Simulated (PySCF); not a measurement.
BiFBr2, SMILES [F][Bi]([Br])[Br].

The structure is a stationary point at B3LYP-D3(BJ)/def2-SVP. The structure was generated by enumeration; whether it is a known compound was not checked. The def2 effective core potentials stand for the cores of Bi; spin–orbit coupling is left out.

Two levels are set side by side: PBE/def2-TZVP (PySCF) and HF/def2-TZVP (PySCF). Same geometry, gas phase. Differences are taken from unrounded values.

```
quantity                         HF    PBE  PBE minus HF
---------------------------  ------  -----  ------------
orbital gap (eV)              11.38   3.96         -7.43
highest occupied level (eV)  -11.08  -7.24          3.84
lowest empty level (eV)        0.30  -3.29         -3.58
dipole moment (D)              4.62   3.79         -0.83
mean polarisability (bohr³)    79.7   85.6           5.9
```

PBE's occupied levels lie high since its potential decays too fast outside the molecule; exact exchange lowers them and widens the gap. PBE's more diffuse valence density responds more strongly to a field. Differences between two approximate levels are no errors against the true value.

Rough cost on one machine, each run with all the roots and properties that it gave: HF against PBE within a factor of 2.
